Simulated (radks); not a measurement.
Excited configurations of Xe IV: one electron is placed in a higher orbital outside [Kr] 4d10 5s2 5p2. The ground configuration is [Kr] 4d10 5s2 5p3. Calculated with a radial shooting solver on a logarithmic mesh with Libxc functionals: scalar-relativistic Kohn-Sham, LDA (Slater exchange, Perdew-Wang correlation), spin-polarised, spherical densities, finite nucleus; open shells are filled with parallel spins first (spin-orbit coupling, left out, can overturn this in heavy ions); Fermi nuclear charge, rms radius 4.7859 fm. Excitation = E - E(ground); binding = E(ion) - E, where the ion is the core of charge +4; n* = 4/sqrt(2 binding) in atomic units, and the quantum defect is n - n*.

[
 {"outer orbital": "4f", "excitation (eV)": "21.893", "binding (eV)": "21.595", "n*": "3.175", "quantum defect": "0.825", "eigenvalue (eV)": "-16.177", "<r> (bohr)": "2.014"},
 {"outer orbital": "5d", "excitation (eV)": "17.204", "binding (eV)": "26.285", "n*": "2.878", "quantum defect": "2.122", "eigenvalue (eV)": "-22.304", "<r> (bohr)": "2.659"},
 {"outer orbital": "5f", "excitation (eV)": "30.676", "binding (eV)": "12.812", "n*": "4.122", "quantum defect": "0.878", "eigenvalue (eV)": "-10.918", "<r> (bohr)": "4.866"},
 {"outer orbital": "6s", "excitation (eV)": "19.906", "binding (eV)": "23.582", "n*": "3.038", "quantum defect": "2.962", "eigenvalue (eV)": "-20.939", "<r> (bohr)": "3.626"},
 {"outer orbital": "6p", "excitation (eV)": "24.021", "binding (eV)": "19.468", "n*": "3.344", "quantum defect": "2.656", "eigenvalue (eV)": "-17.244", "<r> (bohr)": "4.152"},
 {"outer orbital": "6d", "excitation (eV)": "29.544", "binding (eV)": "13.945", "n*": "3.951", "quantum defect": "2.049", "eigenvalue (eV)": "-12.306", "<r> (bohr)": "5.376"},
 {"outer orbital": "6f", "excitation (eV)": "34.932", "binding (eV)": "8.556", "n*": "5.044", "quantum defect": "0.956", "eigenvalue (eV)": "-7.486", "<r> (bohr)": "8.197"},
 {"outer orbital": "7s", "excitation (eV)": "30.114", "binding (eV)": "13.374", "n*": "4.034", "quantum defect": "2.966", "eigenvalue (eV)": "-12.001", "<r> (bohr)": "6.311"},
 {"outer orbital": "7p", "excitation (eV)": "31.912", "binding (eV)": "11.576", "n*": "4.336", "quantum defect": "2.664", "eigenvalue (eV)": "-10.357", "<r> (bohr)": "7.056"},
 {"outer orbital": "7d", "excitation (eV)": "34.565", "binding (eV)": "8.923", "n*": "4.939", "quantum defect": "2.061", "eigenvalue (eV)": "-7.961", "<r> (bohr)": "8.716"},
 {"outer orbital": "7f", "excitation (eV)": "37.416", "binding (eV)": "6.072", "n*": "5.987", "quantum defect": "1.013", "eigenvalue (eV)": "-5.394", "<r> (bohr)": "12.26"}
]

The Delta-SCF ionisation energy is 43.488 eV (NIST Atomic Spectra Database: 42.2 eV, measured). Self-interaction in the functional shifts the binding energies and quantum defects, so they are the method's values and not measured ones. Open shells are spherical and high-spin; term and fine-structure splittings are not resolved. Spin-orbit splitting is averaged out at the scalar-relativistic level.
